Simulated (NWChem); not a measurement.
# C₃ClF₃; SMILES FC(F)=C=C(F)Cl

Results from NWChem. All runs use the structure optimised with B3LYP/6-31G* (spherical d).

For level B3LYP/def2-TZVPP:

- highest occupied level (eV) = -8.17

Task: Estimate the same quantities for level B3LYP/def2-SVP.

Result: 
| Item | Result |
|---|---|
| highest occupied level (eV) | -7.97 |
